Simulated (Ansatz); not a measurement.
```xyz
12

Si   -0.482   -1.774    0.512
Si    0.120   -0.083   -0.993
C     0.981    1.313   -0.080
Te   -0.266    2.053    1.504
H     0.560   -1.888    1.569
H    -0.562   -3.077   -0.208
H    -1.797   -1.513    1.152
H    -1.089    0.461   -1.672
H     1.022   -0.631   -2.050
H     1.272    2.142   -0.725
H     1.873    0.935    0.426
H    -1.634    2.064    0.565
```

Total charge 0; spin multiplicity 1. Te takes the def2 core potential.

(1) List the PBE/def2-TZVPP orbital energies in eV (Ansatz 0.2.0). (An estimate is asked.)

Results:

(1) Computed: Occupied: -1779.57, -1779.39, -269.69, -164.43, -137.33, -137.17, -114.84, -114.75, -114.50, -94.06, -94.06, -94.05, -93.90, -93.89, -93.89, -40.94, -40.92, -40.70, -40.62, -40.58, -18.13, -15.13, -13.68, -12.15, -10.79, -9.33, -9.01, -8.63, -8.32, -8.07, -7.41, -7.03, -5.26. Lowest empty: -1.78, -0.73, -0.59, -0.50, -0.04, 0.41, 0.89, 1.06.
